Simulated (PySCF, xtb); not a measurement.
Mg(F)(SMe) (CH3FMgS), SMILES C[S][Mg][F].

GFN2-xTB (xtb 6.7.1) at its own geometry gives an orbital gap of 1.60 eV and a dipole moment of 2.12 D.

Geometry optimised at PBE0-D3(BJ)/def2-SVP. Other conformers were not sampled.

Q: What does r2SCAN/def2-TZVPD (PySCF) give? (The exact figures need the calculation; the answer reports its results.)

A: gap 4.04 eV (levels -5.81 and -1.77 eV), dipole 1.66 D.
